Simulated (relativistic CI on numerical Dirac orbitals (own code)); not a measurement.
# What each ingredient does to the levels of Ta13+

Base calculation: Dirac-Coulomb-Breit CI, separate exchange-only KLI orbitals for each configuration, model QED, unscaled Slater integrals.

Configurations in the expansion (outside the closed core [Kr]): 4d¹⁰4f¹²5s², 4d¹⁰4f¹⁴, 4d¹⁰4f¹³5s, 4d¹⁰4f¹¹5s²5p, 4d¹⁰4f¹²5s5p, 4d¹⁰4f¹³5p, 4d¹⁰4f¹¹5s5p², 4d¹⁰4f¹²5s5d, 4d¹⁰4f¹¹5s²5d, 4d¹⁰4f¹³5d, 4d¹⁰4f¹²5s5f, 4d¹⁰4f¹⁰5s²5p6s, 4d¹⁰4f¹²5p5d, 4d¹⁰4f¹²5s5g, 4d¹⁰4f¹¹5s²6s, 4d¹⁰4f¹³6s, 4d⁹4f¹³5s², 4d¹⁰4f¹³5f, 4d¹⁰4f¹¹5s²6p, 4d¹⁰4f¹²5p6s, 4d¹⁰4f¹¹5s²5f, 4d¹⁰4f¹²5s6s, 4d¹⁰4f¹²5s6p, 4d¹⁰4f¹¹5s²6d, 4d¹⁰4f¹³5g, 4d¹⁰4f¹¹5s²7s, 4d¹⁰4f¹¹5s6s², 4d¹⁰4f¹²5s7s, 4d¹⁰4f¹²6s², 4d¹⁰4f¹¹5p6s², 4d¹⁰4f¹¹5d6s². Double excitations out of closed p, d and f shells are left out; levels of such configurations are missing from the list, as are those of other unlisted configurations, and high levels can miss mixing partners.

The lowest level and the first level of each name with at least 55 % of one term (blank where a level has no safe partner in the second run):

| Level | Base (cm⁻¹) | Shift (cm⁻¹) |
| --- | --- | --- |
| 4d¹⁰4f¹²5s² ³H6 | 0.0 | 0.0 |
| 4d¹⁰4f¹²5s² ³F4 | 9153.0 | -48.0 |
| 4d¹⁰4f¹²5s² ³H5 | 14403.4 | +320.3 |
| 4d¹⁰4f¹²5s² ³F3 | 25080.0 | +307.7 |
| 4d¹⁰4f¹²5s² ³F2 | 25983.7 | +161.2 |
| 4d¹⁰4f¹²5s² ¹I6 | 57414.8 | +229.6 |
| 4d¹⁰4f¹²5s² ³P0 | 61423.2 | +174.2 |
| 4d¹⁰4f¹¹5s²5p ⁵H7 | 62595.4 | +56672.2 |
| 4d¹⁰4f¹²5s² ³P1 | 63381.8 | +300.6 |
| 4d¹⁰4f¹²5s² ³P2 | 65958.2 | +481.2 |
| 4d¹⁰4f¹¹5s²5p ³I7 | 114158.0 | +56615.2 |
| 4d¹⁰4f¹¹5s²5p ³L7 | 123675.0 | +56965.6 |
| 4d¹⁰4f¹²5s² ¹S0 | 126223.4 | +975.6 |
| 4d¹⁰4f¹¹5s²5p ⁵H3 | 126288.6 | +57007.6 |

At this charge transitions that keep the count of f electrons are usually good to a few per cent. Terms inside the open d or f shell come out 10 to 20 % too wide with unscaled integrals. Levels and lines within the n = 5 or 6 shells can be off by up to 10 % or somewhat more, and those that change n by about 2 %, since core polarisation is missing. Levels that differ in their count of f electrons can be misplaced by several ten thousand cm⁻¹, since the correlation energy of f electrons is missing or only estimated; rates across such gaps can be off by orders of magnitude.

**Question.** One thing was changed in a second run, which moved the levels as shown. Which?
A. one mean potential for all configurations
B. Breit term removed
C. only the first 3 configurations
D. configuration mixing switched off
E. QED terms removed

**Answer.** A. One mean potential for all configurations. One potential for all configurations removes the relaxation of the orbitals, which moves whole configurations and changes the integrals a little.

LS names give the leading component of a level, which can be under half, so a name can repeat, a term be missing and a line seem to break the LS rules.
